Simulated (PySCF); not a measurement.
Geometry:
```csv
atom,x (Å),y (Å),z (Å)
B1,-1.997,1.497,0.274
N2,-1.523,0.240,-0.059
C3,-0.862,-0.183,-1.287
B4,0.674,-0.640,-1.073
P5,1.635,0.852,-0.267
H6,-2.478,1.676,1.371
H7,-1.902,2.397,-0.535
H8,-1.581,-0.502,0.633
H9,-1.413,-1.033,-1.730
H10,-0.953,0.641,-2.013
H11,1.310,-0.839,-2.101
H12,0.842,-1.527,-0.242
H13,3.034,0.684,-0.136
H14,1.588,2.107,-0.925
H15,1.302,1.253,1.049
```

Geometry: PBE0-D3(BJ)/def2-SVP; GIAO shifts from PySCF 2.14.0 with density-fitted response routines, gas phase, non-relativistic, averaged over equivalent atoms.

At PBE0/6-31G* (94 basis functions, 9.8 s wall time on 1 thread of an Arm Neoverse V1, shared host):
```
      atoms  δ (ppm)
         B1     29.9
         B4    -32.1
         N2    134.6
         C3     39.9
         P5   -112.9
      H6/H7     4.82
         H8     4.57
H13/H14/H15     3.99
     H9/H10     2.95
    H11/H12     1.91
```

Chemical shifts δ = σref − σ; $^{11}$B (112.25 ppm) vs BF3·OEt2; $^{15}$N (259.38 ppm) vs NH3; $^{13}$C (194.14 ppm) and $^{1}$H (31.96 ppm) vs TMS; $^{31}$P (376.23 ppm) vs H3PO4, all at this level.

Task: Estimate the result of repeating the calculation with PBE0/def2-TZVP.

Result: 
```
      atoms  δ at PBE0/def2-TZVP  change
         B1                 32.7    +2.8
         B4                -36.6    -4.5
         N2                161.1   +26.5
         C3                 42.9    +3.0
         P5               -146.6   -33.7
      H6/H7                 4.70   -0.12
         H8                 4.47   -0.10
H13/H14/H15                 4.27   +0.28
     H9/H10                 2.91   -0.04
    H11/H12                 1.87   -0.04
```

References, each an isolated molecule treated in the same way: $^{11}$B (σref 102.62) vs BF3·OEt2; NH3 for $^{15}$N (σref 265.93); $^{13}$C (σref 186.65), $^{1}$H (σref 31.48) against TMS; $^{31}$P (σref 280.95) against H3PO4.

The largest change is at P5 (phosphorus bonded to B, 3 H). Cost: 221 basis functions, 31 s wall time on 1 thread of an Arm Neoverse V1, shared host.

A carbon bonded to boron is broadened by the quadrupolar boron nucleus and is often missing from a measured spectrum. Experimental scales use liquid or dissolved standards, which lie at an offset from isolated NH3 (liquid NH3: subtract about 20 ppm) and H3PO4.
